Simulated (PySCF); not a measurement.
Gas-phase reaction: InI + H₂ ⇌ InH + HI

Method: PySCF energies plus ideal-gas RRHO corrections (1 bar). † marks an energy on the PBE0/def2-TZVP geometry and frequencies. MP2 and CCSD(T) freeze the core. All species are closed-shell singlets. I, In: scalar-relativistic def2 core potential, no spin-orbit coupling. InH: computed as isolated molecules; such fragments, hydroxides, amides, oligomers or adducts are transient or little studied in the gas. MP2 isn't extrapolated to the basis-set limit; its ΔH°(298 K) is 210.4 kJ in def2-SVP and 220.5 kJ in def2-TZVPP. CCSD(T) isn't extrapolated to the basis-set limit; its ΔH°(298 K) is 194.7 kJ in def2-SVP and 198.4 kJ in def2-TZVPP. The harmonic model lacks anharmonicity and excited electronic states, which grow with temperature; levels with a mode under 35 cm⁻¹ are left out.

```tsv
level	ΔE electronic, kJ	ΔH°(298 K), kJ	ΔS°(298 K), J/K	ΔG°(1000 K), kJ
BLYP/def2-TZVP†	211	205	16	192
CCSD(T)/def2-SVP†	201	195	16	181
CCSD(T)/def2-TZVPP†	205	198	16	185
HF/def2-TZVP†	205	199	16	185
M06-2X/def2-TZVP†	233	227	16	213
MP2/def2-TZVPP†	227	221	16	207
PBE0/def2-SVP†	209	203	16	189
ωB97M-V/def2-TZVP†	207	201	16	188
```
ΔH° is lowest at CCSD(T)/def2-SVP† and highest at M06-2X/def2-TZVP†. No reference value is set beside these.
